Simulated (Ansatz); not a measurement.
Computed with Ansatz on PBE0-D4/def2-TZVP structures; ΔE is electronic, products minus reactants. CCSD(T)/CBS is the MP2 limit (def2-TZVPP, def2-QZVPP) plus CCSD(T) − MP2 in def2-TZVPP, frozen cores. This one scheme is used for every species. Functionals use def2-TZVPP. One conformer a species, not always the lowest.

`[AlH2][O][SiH2][AlH2]` + `[SiH3]S` → `[AlH2][SH]` + `[AlH2][SiH2]O[SiH3]`  (redistribution)

```json
{"level": "ωB97X-V", "ΔE (kJ/mol)": "-7.3"}
{"level": "CCSD/CBS(def2)", "ΔE (kJ/mol)": "-9.2"}
```

What does CCSD(T)/CBS give? (Estimate.)

Ansatz gave: -8.7 kJ/mol. The listed levels differ from it by 1.4, -0.5 kJ/mol.

Largest T1 diagnostic among the species: 0.013.

In def2-TZVPP, CCSD(T) changes the Hartree–Fock value by +6.0 kJ/mol (the triples alone add +0.5 kJ/mol) and MP2 by +7.0 kJ/mol.
